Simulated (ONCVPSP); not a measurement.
**Transferability test, ONCV potential for rubidium (Rb)**

```json
{"Element": "rubidium (Rb)", "Generator": "ONCVPSP 4.0.1", "Type": "optimised norm-conserving Vanderbilt (ONCV)", "Functional": "PBE", "Relativity": "scalar-relativistic", "Frozen core": "[Ar] 3d10", "Valence charge": "9", "Reference configuration": "4s2 4p6 5s1", "Partial waves": "4s+5s: rc 1.95 bohr, ncon 3, nbas 8, qcut 6.5 1/bohr, 2 projectors; 4p: rc 2.25 bohr, ncon 4, nbas 8, qcut 6 1/bohr, 2 projectors, debl 2.8 Ha; d scattering state at 0.28 Ha: rc 1.70 bohr, ncon 4, nbas 7, qcut 5.8 1/bohr, 2 projectors, debl 1 Ha", "Local potential": "polynomial inside 1.35 bohr (lpopt 1, dvloc0 0 Ha)", "Core correction": "none"}
```

Energies are relative to the spin-unpolarised reference configuration 4s2 4p6 5s1; without spin polarisation the order of configurations can differ from experiment.

| valence configuration | charge | ΔE all-electron (eV) | error AE − PS (meV) |
| --- | --- | --- | --- |
| 4s2 4p6 5s0 | +1 | 4.154 | -0.1 |
| 4s1 4p6 5s1 | +1 | 37.735 | -14 |

(1) What are ΔE and the potential's error for 4s2 4p6 5s0.5?

(2) What are ΔE and the potential's error for 4s2 4p6 5s0 5p1?

Levels in the configuration 4s2 4p6 5s0.5:

| level | all-electron (eV) | pseudo (eV) |
| --- | --- | --- |
| 4s | -34.556 | -34.555 |
| 4p | -18.609 | -18.609 |
| 5s | -4.121 | -4.121 |

Results:

(1) ΔE = 1.578 eV all-electron; the error (AE − PS) is -0.1 meV.

(2) ΔE = 1.520 eV all-electron; the error (AE − PS) is +0.2 meV.
